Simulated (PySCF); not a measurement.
## Radial density of Pt (platinum, neutral)

PBE, [Xe] 4f14 5d9 6s1, high-spin 3D determinant. Computed with PySCF 2.14 in def2-SVP with the def2 core potential (60 electrons) (6s3p2d1f, 32 functions), with scalar relativity through the core potential. This is the valence pseudo-density: the core potential removes the inner electrons and smooths the orbitals near the nucleus.

```json
{"r (bohr)": "0.111", "4πr²ρ (e/bohr)": "2.109e-05", "4πr²(ρα − ρβ)": "0.0000"}
{"r (bohr)": "0.187", "4πr²ρ (e/bohr)": "0.0002488", "4πr²(ρα − ρβ)": "0.0000"}
{"r (bohr)": "0.315", "4πr²ρ (e/bohr)": "0.01974", "4πr²(ρα − ρβ)": "0.0009"}
{"r (bohr)": "0.530", "4πr²ρ (e/bohr)": "1.908", "4πr²(ρα − ρβ)": "0.0646"}
{"r (bohr)": "0.891", "4πr²ρ (e/bohr)": "14.56", "4πr²(ρα − ρβ)": "0.5196"}
{"r (bohr)": "1.50", "4πr²ρ (e/bohr)": "9.268", "4πr²(ρα − ρβ)": "0.7908"}
{"r (bohr)": "2.52", "4πr²ρ (e/bohr)": "2.204", "4πr²(ρα − ρβ)": "0.6090"}
{"r (bohr)": "4.24", "4πr²ρ (e/bohr)": "0.2778", "4πr²(ρα − ρβ)": "0.1393"}
{"r (bohr)": "7.13", "4πr²ρ (e/bohr)": "0.005388", "4πr²(ρα − ρβ)": "0.0045"}
```

Energies and moments cover only the electrons outside the core potential. Spin-orbit coupling, absent here, splits the open shell strongly.
